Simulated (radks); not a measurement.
Values are calculated unless marked as measured or tabulated.
Ionisation of the holmium ion Ho+, [Xe] 4f11 6s1, to [Xe] 4f11 as the strength of local exchange is varied. Level of theory: scalar-relativistic Kohn-Sham, Slater X-alpha exchange (alpha = 2/3 is LDA exchange), no correlation, spin-polarised, spherical densities, finite nucleus; open shells are filled with parallel spins first (spin-orbit coupling, left out, can overturn this in heavy ions); Fermi nuclear charge, rms radius 5.2022 fm (a radial shooting solver on a logarithmic mesh with Libxc functionals).

alpha  E(Ho+) (hartree)  exchange (hartree)  IE (eV)  -e of the level emptied (eV)  <r> of it (bohr)
0.569       -12562.7185           -217.1627   11.019                    8.345 (6s)             3.753
0.667       -12600.3359           -255.4118   11.559                    8.925 (6s)             3.674
0.725       -12622.6579           -278.1630   11.891                    9.283 (6s)             3.627
0.761       -12636.5347           -292.3269   12.100                    9.510 (6s)             3.599
0.794       -12649.2699           -305.3389   12.294                    9.722 (6s)             3.573

NIST Atomic Spectra Database: 11.78 eV (semi-empirical). The Delta-SCF value meets it near alpha = 0.71. Open shells are spherical and high-spin; term and fine-structure splittings are not resolved. Spin-orbit splitting is averaged out at the scalar-relativistic level.
